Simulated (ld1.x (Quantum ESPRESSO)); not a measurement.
# vanadium, PAW: configuration errors across variants

* Element: vanadium (V)
* Generator: ld1.x (Quantum ESPRESSO) 7.5
* Type: PAW
* Functional: BLYP
* Relativity: fully relativistic
* Frozen core: [Ne]
* Valence charge: 13
* Reference configuration: 3s2 3p6 3d3 4s1.5 4p0 (charge +0.5)
* Partial waves: 3s (bound): rcut 1.65, rcutus 1.90 bohr; 4s (bound): rcut 1.65, rcutus 1.90 bohr; 3p (bound): rcut 1.45, rcutus 1.55 bohr; 4p (bound, empty): rcut 1.45, rcutus 1.55 bohr; 3d (bound): rcut 1.20, rcutus 1.45 bohr; 3d channel at 0.1 Ry: rcut 1.20, rcutus 1.45 bohr
* Local potential: all-electron potential smoothed inside 1.75 bohr (lloc = -1)
* Core correction: a·sin(br)/r model core, default radius (ld1.x builds one for every PAW set, though the input has nlcc=.false.)
* Augmentation charge: PSQ, inside the norm-conserving radii

Open shells are filled in proportion to 2j + 1 (rel_dist='average').

All-electron excitation energies from the reference (eV): (1) 3s2 3p6 3d3 4s2 4p0 -3.049; (2) 3s2 3p6 3d3 4s1 4p0 4.641; (3) 3s2 3p6 3d3 4s0 4p0 19.090; (4) 3s2 3p6 3d2 4s0 4p0 47.985.

The default core radius of the base comes out at 0.48 bohr.

4 further variants failed, have other tests or another functional or relativity, and are left out.

Errors AE − PS in meV (a dash: test not solved or not reliable):

| change | (1) | (2) | (3) | (4) | bound ghosts |
| --- | --- | --- | --- | --- | --- |
| base | -0.3 | -0.3 | -3.7 | -122 | not determined |
| wave 3d channel at 0.1 Ry: rcut 1.20, rcutus 1.45 bohr becomes 3d channel at 0.61 Ry: rcut 1.20, rcutus 1.45 bohr | -0.3 | -0.3 | -3.8 | -118 | not determined |
| waves 3d (bound): rcut 1.14, rcutus 1.20 bohr; 3d channel at 0.1 Ry: rcut 1.14, rcutus 1.20 bohr | -0.2 | -0.2 | -2.9 | -90 | not determined |
| local potential all-electron potential smoothed inside 1.40 bohr (lloc = -2) | +0.1 | +0.1 | +0.1 | +1.4 | not determined |
| core correction a·sin(br)/r model core inside 1.18 bohr | -0.3 | -0.3 | -3.7 | -122 | not determined |

(1) Give the same row for: waves 3p (bound): rcut 1.45, rcutus 2.28 bohr; 4p (bound): rcut 1.45, rcutus 2.28 bohr.

Results:

(1) -0.4, -0.4, -4.7, –; bound ghosts: not determined.
